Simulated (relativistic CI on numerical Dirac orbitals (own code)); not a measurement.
## Pm⁴⁺: 5s photoemission

Computed with this model: Dirac-Coulomb-Breit CI, separate exchange-only KLI orbitals for each configuration, model QED (radiative potential, 1s self-energy scaled to tabulated hydrogen-like ionisation energies), valence Slater integrals scaled by 0.8, multiplet model of photoemission in the sudden approximation; configurations [Xe] 4f3 → [Kr] 4d10 4f3 5s 5p6; 80 K; Lorentzian 1.5 eV and Gaussian 0.6 eV FWHM. Energies are those of the free ion, without screening or charge transfer. The energies are binding energies and can lie tens of eV above those of solids. Without intra-shell correlation the exchange splitting of an s hole comes out too large, often by half or more. S is read from ⟨S²⟩ = S(S + 1).

free ion: ground-state S = 1.47, centroid 95.16 eV. Peaks (eV, height): 94.6 (100), 96.2 (63).

Strongest unbroadened transitions for free ion:

```
Energy (eV)  Relative strength
      94.51              100.0
      94.70               49.3
      96.34               69.2
      96.63                0.0
      96.71                2.2
      96.81                0.1
      96.99                1.6
      97.81                0.0
      98.20                0.0
```
